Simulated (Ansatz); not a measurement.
Harmonic frequencies (cm⁻¹) at PBE0-D4/def2-TZVP from Ansatz: 51, 90, 127, 155, 163, 186, 247, 379, 400, 442, 650, 659, 689, 692, 725, 736, 910, 937, 940, 943, 957, 968, 990, 1006, 1573, 2198, 2207, 2209, 2214, 2219, 2220, 3574, 3688.

Each molecule was computed in one conformer, which needn't be the lowest.

(1) Which molecule is it?
A. `C[N](C)[Ge][OH]`
B. `[NH2][Ge][N]([SiH3])[SiH3]`
C. `C[CH](C)[Ge][Cl]`
D. `C[CH2][Ge][O]C`

Results:

(1) B.
